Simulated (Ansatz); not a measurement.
A search over several starts for the lowest SCF solution of (H3Ge)2S (Ge2H6S) at the given spin, in a small basis.

```yaml
crystal:
  periodic: [false, false, false]
  atoms:
    - {symbol: Ge, position_ang: [1.577986, -0.141483, 0.658633]}
    - {symbol: H, position_ang: [2.039511, -0.447143, -0.781817]}
    - {symbol: H, position_ang: [2.707712, 0.526598, 1.461257]}
    - {symbol: H, position_ang: [1.125526, -1.449877, 1.340071]}
    - {symbol: S, position_ang: [-0.105258, 1.349609, 0.636874]}
    - {symbol: Ge, position_ang: [-1.583893, 0.216729, -0.623027]}
    - {symbol: H, position_ang: [-1.008458, -0.027855, -2.033711]}
    - {symbol: H, position_ang: [-1.919690, -1.137994, 0.035225]}
    - {symbol: H, position_ang: [-2.833446, 1.111418, -0.693507]}
basis:
  gaussian: {orbitals: def2-SVP, initial_orbitals: start.molden}
hamiltonian: {xc: pbe0, dispersion: d4}
output: {orbitals: {seedname: orbitals}}
```

The file start.molden holds the orbitals of an earlier run on this structure, at another level or in another basis.

```sh
$ ansatz run in.yaml --threads 4 --pin off --events-out ev --progress --plain --max-ram 3916MiB
```

Shortened log:

```
Functional definition: PBE0
1092 factors; integrals over basis functions are off by at most 1.4e-3 eV
mean field evaluation 1: about -123934.6115 eV, gradient 3.9e0 eV
mean field evaluation 2: about -123934.6409 eV, gradient 2.6e-2 eV
mean field evaluation 4: about -123934.6830 eV, gradient 1.9e-4 eV
mean field evaluation 8: about -123934.0509 eV, gradient 2.1e1 eV
mean field evaluation 16: about -123934.6830 eV, gradient 7.2e-3 eV
mean field -123934.68296994 eV, -4554.5155932000 hartree, gradient 1.2e-5 eV, S^2 0.000000; 1 other end points of the search recorded, 0 dependent functions left out
reference -123934.68299984 eV, -4554.5155942987 hartree; 43, 43 occupied and 69, 69 virtual orbitals, 1092 factors
Total energy: -123934.86498492 eV, -4554.5222821272 hartree
```

It took 1 s on 4 threads of Intel Xeon 6975P-C on a shared host.
